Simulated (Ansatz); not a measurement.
Input file for `[F][Ti]([SH])([SH])[SH]`:

```yaml
crystal:
  periodic: [false, false, false]
  atoms:
    - {symbol: F, position_ang: [-1.291301, -0.726338, -1.098912]}
    - {symbol: Ti, position_ang: [-0.065821, -0.036659, -0.055116]}
    - {symbol: S, position_ang: [-0.165493, -0.829663, 2.064846]}
    - {symbol: S, position_ang: [-0.222776, 2.216626, 0.120463]}
    - {symbol: S, position_ang: [2.041395, -0.454710, -0.774877]}
    - {symbol: H, position_ang: [-1.513829, -0.764080, 2.039376]}
    - {symbol: H, position_ang: [-0.477713, 2.315040, -1.201824]}
    - {symbol: H, position_ang: [1.695537, -1.720216, -1.093965]}
basis:
  gaussian: {orbitals: def2-TZVPP}
correlation: {method: ccsd_t}
```

```sh
$ ansatz run in.yaml --threads 2 --pin off --events-out ev --progress --plain --max-ram 22528MiB --backend cuda --devices 0, --max-vram 18GiB
```

Log, shortened:

```
Functional definition: HF
  name "HF"
  cite "Fock, Z. Phys. 61, 126 (1930) doi:10.1007/BF01340294"
  parent pbe
  exchange = exact_x
  correlation = 0
1601 factors; integrals over basis functions are off by at most 1.2e-3 eV
mean field evaluation 1: about -58292.1166 eV, gradient 5.2e1 eV
mean field evaluation 2: about -58292.3782 eV, gradient 5.2e1 eV
mean field evaluation 4: about -58298.5178 eV, gradient 8.1e0 eV
mean field evaluation 8: about -58298.7394 eV, gradient 1.2e0 eV
mean field evaluation 16: about -58298.7530 eV, gradient 2.9e-6 eV
mean field -58298.75299538 eV, -2142.4396562660 hartree, gradient 3.1e-6 eV, S^2 0.000000; 0 other end points of the search recorded, 0 dependent functions left out
21 core orbitals not correlated: weight in the atoms' cores, before any rotation towards them, 1.000 or more for the frozen orbitals, at most 0.000 for the correlated occupied ones
reference -58298.75299538 eV, -2142.4396562660 hartree; 20, 20 occupied and 222, 222 virtual orbitals, 1601 factors
second order -33.67988145 eV of doubles, -0.00000000 eV of singles
cycle   1  -32.64259784 eV  change     1.0e0 eV  update   3.1e-1
cycle   2  -34.12468634 eV  change    -1.5e0 eV  update   2.6e-1
cycle   3  -34.49706763 eV  change   -3.7e-1 eV  update   6.9e-2
cycle   4  -34.51999353 eV  change   -2.3e-2 eV  update   3.0e-2
cycle   5  -34.49488446 eV  change    2.5e-2 eV  update   1.4e-2
cycle   6  -34.48595611 eV  change    8.9e-3 eV  update   6.4e-3
cycle   7  -34.48773177 eV  change   -1.8e-3 eV  update   3.6e-3
cycle   8  -34.48820807 eV  change   -4.8e-4 eV  update   1.8e-3
cycle   9  -34.48885174 eV  change   -6.4e-4 eV  update   6.9e-4
cycle  10  -34.48989750 eV  change   -1.0e-3 eV  update   3.1e-4
cycle  11  -34.48952674 eV  change    3.7e-4 eV  update   1.2e-4
cycle  12  -34.48928272 eV  change    2.4e-4 eV  update   7.3e-5
cycle  13  -34.48937820 eV  change   -9.5e-5 eV  update   3.2e-5
cycle  14  -34.48928686 eV  change    9.1e-5 eV  update   2.4e-5
cycle  15  -34.48929682 eV  change   -1.0e-5 eV  update   8.5e-6
perturbative correction -2.05178127 eV, -0.0754015708 hartree
Total energy: -58335.29407346 eV, -2143.7825161171 hartree
```

It took 5.5 s on 2 threads of an AMD EPYC 7R13 on a shared host and a share of an NVIDIA H100 80 GB, with 0.86 GiB of host memory at the peak.

The correlation energy is -36.541 eV, 5.6 % of it from (T); the T1 diagnostic reads 0.0276.
